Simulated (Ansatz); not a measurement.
Mulliken charges of CH5AlClGa (`[CH3][Al]([Cl])[GaH2]`) from ωB97M-V/def2-TZVPP in Ansatz (PBE0-D4/def2-TZVP geometry).

```
atom   x (Å)   y (Å)   z (Å)  charge (e)
  C1   0.085   1.276  -1.282      -0.494
 Al2   0.558   0.097   0.192       0.486
 Cl3   2.521   0.330   0.963      -0.250
 Ga4  -0.772  -1.688   1.357      -0.002
  H5  -0.941   1.137  -1.631       0.108
  H6   0.207   2.323  -0.985       0.116
  H7   0.758   1.108  -2.130       0.115
  H8  -0.761  -3.194   0.885      -0.039
  H9  -1.654  -1.388   2.631      -0.039
```

Problem. By hand: the dipole of these point charges (1 e Å = 4.8032 D).

Solution. Σ q r = (-0.296, 0.036, -0.189) e Å, of length 0.353 e Å = 1.70 D.

Problem. How does the dipole of the full density compare? (Estimate.)

Solution. Computed: (-0.290, 0.094, -0.247) e Å, 1.88 D; the point charges give 0.90 times that, at 11° from its direction.

Point charges leave out the atoms' own dipoles, such as those of lone pairs, and Mulliken's split depends on the basis, so the close match here is no proof of good charges.
